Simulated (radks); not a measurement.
Results of a calculation; reference values are marked as such.
Ionisation of neutral praseodymium, [Xe] 4f3 6s2, to Pr+, [Xe] 4f3 6s1, under several functionals. Dirac Kohn-Sham, spin-unpolarised, spherical densities, finite nucleus; open shells are shared between the two j in proportion to 2j + 1; a radial shooting solver on a logarithmic mesh with Libxc functionals.

functional,E(Pr) (hartree),Exc (hartree),IE (eV),-e(HOMO) (eV),<r> HOMO (bohr),IE error (eV)
"LDA (Slater exchange, VWN5 correlation)",-9235.4329,-209.8811,5.908,1.291,1.219,+0.438
BP86,-9243.5717,-218.1033,5.888,1.213,1.225,+0.418
Wu-Cohen GGA,-9241.2594,-215.7702,5.725,1.128,1.223,+0.255
B86b exchange with PBE correlation,-9243.0316,-217.5588,5.746,1.117,1.225,+0.276
"LDA (Slater exchange, Perdew-Zunger correlation)",-9235.4106,-209.8582,5.915,1.285,1.220,+0.445
exchange-only B88,-9239.8761,-214.3527,5.160,0.189,1.260,-0.310
XLYP,-9243.5869,-218.1130,5.667,0.902,1.231,+0.196

NIST Atomic Spectra Database: 5.470 eV (semi-empirical). Closest: XLYP. The Delta-SCF values span 0.76 eV, the total energies 8.18 hartree. The highest occupied level is 4f7/2. Spin polarisation and multiplet splitting are left out, so open shells lie too high by an amount that depends on their filling. Sharing an open shell by 2j + 1 raises it above the true ground level by a part of the spin-orbit splitting, which enters the differences from NIST.

Beside tabulated values, note that spin-unpolarised runs miss the spin-polarisation part of the exchange energy of open shells.
